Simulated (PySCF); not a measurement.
# Successive ionisation energies of rhodium

Calculated with PySCF 2.14, two-component X2C-1e (Gaussian nucleus, no Breit or QED terms), each ion in its own even-tempered basis; GMP2 freezes the deep shells of the larger ions and drops the highest virtual spinors; eV.

```tsv
ion	configuration	GHF (spin-free)	GHF (screened spin-orbit)	GMP2 (screened spin-orbit)	NIST	kind
Rh²⁴⁺	[Ar] 3d3	1201.0	1200.7	1200.9	1202 ± 4	theoretical
Rh²⁵⁺	[Ar] 3d2	1272.2	1274.3	1274.3	1274 ± 4	theoretical
Rh²⁶⁺	[Ar] 3d1	1340.4	1344.4	1344.2	1344 ± 4	theoretical
Rh²⁷⁺	[Ar]	1555.3	1544.7	1545.5	1544 ± 5	semi-empirical
Rh²⁸⁺	[Ne] 3s2 3p5	1617.4	1608.8	1609.8	1604.9 ± 1.7	semi-empirical
Rh²⁹⁺	[Ne] 3s2 3p4	1680.4	1680.1	1680.4	1677.6 ± 2.2	semi-empirical
Rh³⁰⁺	[Ne] 3s2 3p3	1766.1	1748.0	1748.2	1763 ± 7	semi-empirical
Rh³¹⁺	[Ne] 3s2 3p2	1830.8	1847.1	1848.9	1851 ± 4	semi-empirical
Rh³²⁺	[Ne] 3s2 3p1	1896.8	1921.5	1921.9	1903 ± 9	semi-empirical
Rh³³⁺	[Ne] 3s2	2057.0	2057.0	2060.2	2063 ± 3	semi-empirical
Rh³⁴⁺	[Ne] 3s1	2128.9	2128.9	2129.6	2129.22 ± 0.07	semi-empirical
Rh³⁵⁺	[Ne]	5062.2	5014.2	5015.7	5018 ± 3	semi-empirical
```

Where is the largest relative jump?

From Rh³⁴⁺ to Rh³⁵⁺: 2129.6 to 5015.7 eV, where the electron removed from [Ne] comes from a deeper shell or subshell.
